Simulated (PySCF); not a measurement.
C$_{3}$F$_{5}$ (SMILES FC(F)=[C]C(F)(F)F), doublet, geometry from GFN2-xTB. Base run: CAMB3LYP/3-21G (PySCF).

Here is a job for PySCF.
```python
from pyscf import gto, scf, dft

mol = gto.Mole()
mol.atom = '''
    F     2.08823266   -0.84310013    1.48714242
    C     1.34967774   -0.21136558    0.60608940
    F     2.10820213    0.63648515   -0.08184707
    C     0.07347268   -0.39191493    0.43848846
    C    -1.08282283    0.04051778   -0.34952189
    F    -1.28492352    1.36519252   -0.24993221
    F    -2.21267400   -0.55444525    0.03690842
    F    -0.92572232   -0.22895712   -1.65564220
'''
mol.basis = '3-21g'
mol.spin = 1
mol.verbose = 4
mol.build()

mf = dft.UKS(mol)
mf.xc = 'camb3lyp'
mf.kernel()
```

Variants of this job, named by their change:

```csv
change,ΔE vs base (µEh),SCF cycles,<S^2>
base,0.0,14,0.761
level_shift = 0.3 (with mf.max_cycle = 100),0.0,18,0.761
diis = off; damp = 0.6 (with mf.diis_start_cycle = 200; with mf.max_cycle = 150),0.0,54,0.761
DIIS = ADIIS,0.0,27,0.761
init_guess = atom,0.0,14,0.761
level_shift = 1.0 (with mf.max_cycle = 100),0.0,29,0.761
conv_tol_grad = 1e-7,0.0,22,0.761
conv_tol = 1e-6,0.0,11,0.761
diis_space = 12,0.0,14,0.761
conv_tol_grad = 1e-3,0.0,14,0.761
init_guess = huckel,0.0,15,0.761
level_shift = 0.5 (with mf.max_cycle = 100),0.0,21,0.761
init_guess = 1e,0.0,22,0.761
```

Open shells are given as the SCF converged; they aren't shown to be the lowest states, and a large step between rows can be another state.
